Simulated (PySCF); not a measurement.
# Spinor energies of Mn⁷⁺ (manganese, charge +7)

Start: [Ar]. Calculated with PySCF 2.14 in an even-tempered Gaussian basis (20 s from 0.34 bohr⁻², ratio 2.4; 14 p from 0.45 bohr⁻², ratio 2.4; 5 d from 3.8 bohr⁻², ratio 2.6; 5 f from 5.7 bohr⁻², ratio 2.6): generalised Hartree-Fock with the X2C-1e Hamiltonian and a Gaussian nucleus; one run each with spin-orbit coupling (SO) switched off, then screened by Boettger's factors.

```
spinor shell  electrons  ε, spin-free (eV)  ε, screened SO (eV)  weight of nominal j (screened SO)  rms radius, screened SO (bohr)
       1s1/2          2            -6743.6              -6743.6                              1.000                          0.0703
       2s1/2          2            -952.75              -952.74                              1.000                           0.301
       2p1/2          2            -825.94              -833.16                              1.000                           0.270
       2p3/2          4            -825.94              -822.40                              1.000                           0.273
       3s1/2          2            -236.73              -236.72                              1.000                           0.847
       3p1/2          2            -195.82              -196.94                              1.000                           0.872
```

Task: Where does 3p3/2 lie, and what is the 3p spin-orbit splitting (screened SO)?

Result: At -195.27 eV, 1.663 eV above 3p1/2.

| quantity | spin-free | screened SO |
| --- | --- | --- |
| E (hartree) | -1143.14032 | -1143.15659 |
| M_J | 0 | 0 |
| ⟨J²⟩ | 0.000 | 0.000 |
| ⟨L²⟩ | 0.000 | 0.001 |
| ⟨S²⟩ | 0.000 | 0.001 |

Without spin-orbit coupling the j labels of p, d and f shells carry no meaning; the spin-free column gives the mean over the occupied spinors of each nl shell.
